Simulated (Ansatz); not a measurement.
Geometry optimisation, Ansatz 0.2.0, RKS PBE/def2-SVP.

Input:

```yaml
crystal:
  periodic: [false, false, false]
  atoms:
    - { symbol: Ge, position_ang: [0.391253, 0.314319, -0.245104] }
    - { symbol: Cl, position_ang: [-1.150389, 0.150082, 2.817228] }
    - { symbol: O, position_ang: [1.484687, 0.03469, -1.628176] }
    - { symbol: H, position_ang: [1.594942, -0.931393, -1.737943] }
    - { symbol: O, position_ang: [-0.990438, 1.362088, -0.626625] }
    - { symbol: H, position_ang: [-1.619033, 0.898641, -1.214094] }
    - { symbol: O, position_ang: [-0.033033, -1.344829, 0.251254] }
    - { symbol: H, position_ang: [-0.528113, -1.326451, 1.101603] }
    - { symbol: O, position_ang: [1.276969, 1.304538, 0.940642] }
    - { symbol: H, position_ang: [2.236914, 1.150143, 0.846932] }
    - { symbol: H, position_ang: [-0.031458, 0.871675, 2.653283] }
basis:
  gaussian: { orbitals: def2-SVP }
hamiltonian:
  xc: pbe
relax:
  f_tol: 0.03
  max_steps: 50
output:
  orbitals: {}
```

Command:

```bash
$ ansatz run input.yaml --threads 4 --pin off --max-ram 5120MiB --backend cpu --events-out ev --progress --plain --runs-dir out
```

**Question.** Where does it end, and by what steps?

**Answer.** The run converged. After 10 steps the energy has fallen by 0.193 eV; Cl2 moved furthest, 0.81 Å.

```csv
step,energy less start (eV),largest force component (eV/Å),accepted
0,0.0000,0.602,yes
1,-0.0528,1.122,yes
2,-0.1319,0.421,yes
3,-0.1634,0.212,yes
4,-0.1808,0.130,yes
5,-0.1883,0.103,yes
6,-0.1901,0.045,yes
7,-0.1911,0.091,yes
8,-0.1922,0.057,yes
9,-0.1927,0.051,yes
10,-0.1929,0.018,yes
```

```xyz
11
Properties=species:S:1:pos:R:3
Ge 0.245 0.326 -0.339
Cl -0.502 -0.088 3.234
O 1.538 0.001 -1.517
H 1.754 -0.952 -1.484
O -0.980 1.434 -0.976
H -1.582 0.954 -1.576
O -0.364 -1.242 0.223
H -0.617 -1.166 1.176
O 0.948 1.283 1.034
H 1.925 1.279 0.976
H 0.266 0.654 2.408
```

Whether the end is a true minimum wasn't checked by a vibrational analysis.

Run time: 18 s on 4 threads of Arm Neoverse V2, on a shared host, peak memory 0.2 GiB.
